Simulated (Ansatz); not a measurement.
The cluster Ti₂Cl⁺. The state is a singlet with charge 1. Geometry r2SCAN-D4/def2-TZVP, that of the neutral doublet.

```xyz
3

Ti    1.5928    1.3764    0.5728
Ti   -0.6117    0.3613   -0.6482
Cl   -0.9811   -1.7377    0.0754
```

A triplet lies near this restricted singlet, and broken spin symmetry wasn't tried. At PBE0-D4/def2-TZVP a triplet of charge 1 lies 1.61 eV below the restricted singlet at the same geometry. The structure comes from a short search, and lower isomers may exist.

(1) Estimate the orbital energies around the gap (eV) in Ansatz with PBE-D4/def2-TZVP, r2SCAN-D4/def2-TZVP, PBE0-D4/def2-TZVP.

Answers

(1) 
| orbital | PBE-D4/def2-TZVP | r2SCAN-D4/def2-TZVP | PBE0-D4/def2-TZVP |
| --- | --- | --- | --- |
| HOMO−5 | -12.78 | -13.02 | -14.03 |
| HOMO−4 | -11.93 | -12.14 | -13.05 |
| HOMO−3 | -11.87 | -12.09 | -13.05 |
| HOMO−2 | -9.60 | -9.65 | -10.44 |
| HOMO−1 | -9.02 | -9.16 | -10.00 |
| HOMO | -8.83 | -8.84 | -9.93 |
| LUMO | -8.78 | -8.44 | -7.38 |
| LUMO+1 | -8.75 | -8.36 | -7.29 |
| LUMO+2 | -8.49 | -8.14 | -7.18 |
| LUMO+3 | -8.31 | -8.09 | -7.08 |
| LUMO+4 | -8.16 | -7.82 | -6.92 |
| LUMO+5 | -7.77 | -7.67 | -6.68 |
